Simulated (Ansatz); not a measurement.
Spectroscopic constants of KBr, closed-shell singlet (the spin of the measured ground state). No spin–orbit coupling. K is treated without relativity. Br is treated without relativity.

D_e counts from the fitted minimum to each atom's lowest state at the same level, without counterpoise. The singlet is restricted.

Correlated levels freeze the inner cores; with def2 sets outer-core shells near the valence are correlated too.

Codes used: Ansatz (Gaussian orbitals). 

Task: What is the computed bond energy D_e (CCSD/def2-TZVPP)?

Result: 363 kJ/mol

Task: What is the computed bond energy D_e (CCSD(T)/def2-TZVPP)?

Result: 368 kJ/mol

Task: Give the bond energy D_e at the level CCSD(T)/def2-QZVPP.

Result: 386 kJ/mol

Ansatz is a program for electronic structure.
